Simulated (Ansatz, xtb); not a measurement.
Breaking the Se4–H5 bond in BH3Se (SMILES B[SeH]) (multiplicity 1 held, fragments rigid). Energies count from the point at 1.473 Å.
Geometry at that point (charge 0, multiplicity 1):
```xyz
5

B      0.450    -0.040    -1.503
H     -0.289    -0.560    -2.270
H      1.487     0.437    -1.819
Se    -0.132    -0.011     0.315
H      1.030     0.692     0.887
```

Restricted levels (R-, RO-) in cc, def2 and unpolarised 6-31G sets keep to the state of the molecule at rest. Active spaces are followed from a long bond inwards. Levels need not reach the same state.

Cores are frozen in the correlated methods. Filled d and f shells under p-block atoms count as core.

Run with Ansatz (Gaussian basis) for Hartree–Fock, density functionals and correlated methods; xtb for the GFN methods. Each number belongs to the level named beside it. The GFN methods have no spin term and hold the electronic entropy of 300 K.

Energies in eV.

```tsv
R (Å)	GFN2-xTB	R-HF/cc-pVTZ	FIC-MRCISD on CASSCF(4,3)/cc-pVTZ	FIC-MRCISD+Q on CASSCF(4,3)/cc-pVTZ
1.179	1.08	1.48	1.54	1.54
1.326	0.14	0.25	0.29	0.29
1.473	0.00	0.00	0.00	0.00
1.621	0.16	0.25	0.19	0.19
1.768	0.43	0.75	0.59	0.59
1.989	0.93	1.65	1.31	1.32
2.210	1.46	2.56	1.98	1.99
2.578	2.26	3.90	2.76	2.78
2.947	2.84	4.96	3.15	3.18
3.389	3.26	5.91	3.33	3.36
3.978	3.50	6.75	3.39	3.42
4.715	3.55	7.40	3.40	3.43
```

Doubts at one or more of the structures used: a restricted determinant that unrestricted orbitals would lower (R-HF/cc-pVTZ); active orbitals that take no part (FIC-MRCISD on CASSCF(4,3)/cc-pVTZ, FIC-MRCISD+Q on CASSCF(4,3)/cc-pVTZ).

Ansatz is a quantum-chemistry and plane-wave program.
